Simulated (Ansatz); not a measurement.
`O[SiH2][SiH](F)Cl` + SiH₄ → `F[SiH](Cl)[SiH2][SiH3]` + H₂O  (formal exchange of groups at the Si–O bond)

Computed with Ansatz on PBE0-D4/def2-TZVP structures; ΔE is electronic, products minus reactants. CBS: MP2 limit from def2 TZ/QZ plus the TZ coupled-cluster correction, frozen cores. This one scheme is used for every species. DFT in def2-TZVPP. Each species was taken in one conformer, which may not be the lowest.

`O[SiH2][SiH](F)Cl`:

Z-matrix (Å, degrees):
```
Si
Si 1 2.351
O 1 1.648 2 108.5
H 1 1.482 2 112.0 3 117.3
H 1 1.489 2 107.6 3 -122.2
Cl 2 2.061 1 105.3 3 43.4
F 2 1.597 1 111.5 3 160.3
H 2 1.482 1 117.9 3 -75.3
H 3 0.959 1 117.0 2 -49.8
```

SiH₄:

```xyz
5

Si    0.000    0.000    0.000
H    -1.474    0.093    0.149
H     0.346   -1.247   -0.727
H     0.633   -0.017    1.343
H     0.494    1.172   -0.766
```

`F[SiH](Cl)[SiH2][SiH3]`:

Z-matrix (Å, degrees):
```
Si
Cl 1 2.048
Si 1 2.337 2 110.6
F 1 1.598 2 107.8 3 -119.4
H 1 1.482 2 107.3 3 125.6
Si 3 2.340 1 110.0 2 -173.3
H 3 1.488 1 108.6 2 -51.5
H 3 1.489 1 107.3 2 66.4
H 6 1.486 3 109.6 1 62.9
H 6 1.487 3 110.5 1 -176.6
H 6 1.487 3 109.3 1 -56.6
```

H₂O:

Z-matrix (Å, degrees):
```
O
H 1 0.960
H 1 0.960 2 105.1
```

Task: Is it downhill or uphill in electronic energy at CCSD(T)/CBS, and by how much? (Best estimate.)

Result: The calculation gave: Uphill: ΔE = +0.70 eV.

Task: What do these levels give: PBE0-D4, ωB97X-V, HF/def2-TZVPP, SCS-MP2/def2-TZVPP, CCSD(T)/def2-TZVPP, HF/def2-QZVPP? (Best estimate.)

Result: Ansatz gave: PBE0-D4 0.57, ωB97X-V 0.75, HF/def2-TZVPP 1.01, SCS-MP2/def2-TZVPP 0.85, CCSD(T)/def2-TZVPP 0.73, HF/def2-QZVPP 1.02 eV.

Largest T1 diagnostic among the species: 0.012.

From PBE to PBE0 (25 % exact exchange), in def2-TZVPP and without D4, ΔE moves by +0.04 eV. The D4 term adds −0.05 eV with B3LYP and −0.03 eV with PBE0; it sums over pairs of atoms, weighted by their polarisabilities, and B3LYP, whose exchange is more repulsive, gets the larger term. In def2-TZVPP, CCSD(T) changes the Hartree–Fock value by −0.28 eV (the triples alone add −0.04 eV) and MP2 by −0.22 eV.

B3LYP here is the variant with VWN-RPA as its local correlation; programs differ in this.
